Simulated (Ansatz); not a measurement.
Reaction (formal exchange of groups at a Ga–C bond): `O/[C]([GaH2])=N/[SiH3]` + `B1B[SiH2]1` → `[GaH2][B]1B[SiH2]1` + `O/C=N/[SiH3]`

Isolated molecules relaxed with PBE0-D4/def2-TZVP in Ansatz; ΔE leaves out vibrations. CCSD(T)/CBS is the MP2 limit (def2-TZVPP, def2-QZVPP) plus CCSD(T) − MP2 in def2-TZVPP, frozen cores. Double bonds are as drawn, so ΔE can hold a change between cis and trans. For Ga outer-core shells are correlated without core-valence functions, which leaves a few kJ/mol of doubt a bond. Scalar relativity is left out up to krypton. One conformer a species, not always the lowest.

`O/[C]([GaH2])=N/[SiH3]`:

Z-matrix (Å, degrees):
```
Si
N 1 1.714
H 1 1.482 2 113.7
H 1 1.482 2 113.7 3 127.5
H 1 1.541 2 106.7 3 -116.3
C 2 1.277 1 113.9 3 116.3
Ga 6 2.024 2 122.3 1 0.0
O 6 1.337 2 120.0 1 -180.0
H 7 1.564 6 118.0 2 -94.7
H 7 1.564 6 118.0 2 94.6
H 8 0.973 6 107.1 2 -0.0
```

`B1B[SiH2]1`:

```xyz
7

B    -1.122   -0.562    0.362
B    -0.755    0.840    0.661
Si    0.703   -0.105   -0.384
H    -1.344   -1.689    0.096
H    -0.392    1.946    0.851
H     1.161   -1.362   -1.027
H     1.748    0.932   -0.559
```

`[GaH2][B]1B[SiH2]1`:

```xyz
9

Ga   -1.403   -0.221    1.454
B    -0.359   -0.650   -0.247
B     0.060   -0.803   -1.676
Si    1.130    0.546   -0.402
H    -2.101   -1.379    2.255
H    -1.485    1.249    2.004
H     0.528   -0.926   -2.753
H     2.324    0.605   -1.288
H     1.306    1.579    0.652
```

`O/C=N/[SiH3]`:

Z-matrix (Å, degrees):
```
Si
N 1 1.727
H 1 1.484 2 109.0
H 1 1.484 2 109.0 3 118.7
H 1 1.494 2 112.0 3 -120.6
C 2 1.255 1 124.9 3 120.6
O 6 1.335 2 123.3 1 -180.0
H 6 1.096 2 126.9 1 -0.0
H 7 0.969 6 106.6 2 -0.0
```

```
                 species  MP2/def2-TZVPP energy (Eh)
`O/[C]([GaH2])=N/[SiH3]`                 -2383.88288
            `B1B[SiH2]1`                  -340.86852
    `[GaH2][B]1B[SiH2]1`                 -2264.92434
          `O/C=N/[SiH3]`                  -459.84315
```

Work out ΔE.

ΔE = (-2264.92434) + (-459.84315) − (-2383.88288) − (-340.86852) = -0.01609 Eh = -10.1 kcal/mol. CCSD(T)/CBS gives -8.8 kcal/mol.

Largest T1 diagnostic among the species: 0.015.

The D4 term adds +1.2 kcal/mol with B3LYP and +0.6 kcal/mol with PBE0; it sums over pairs of atoms, weighted by their polarisabilities, and B3LYP, whose exchange is more repulsive, gets the larger term. From PBE to PBE0 (25 % exact exchange), in def2-TZVPP and without D4, ΔE moves by −1.0 kcal/mol.

B3LYP here is the variant with VWN-RPA as its local correlation; programs differ in this.
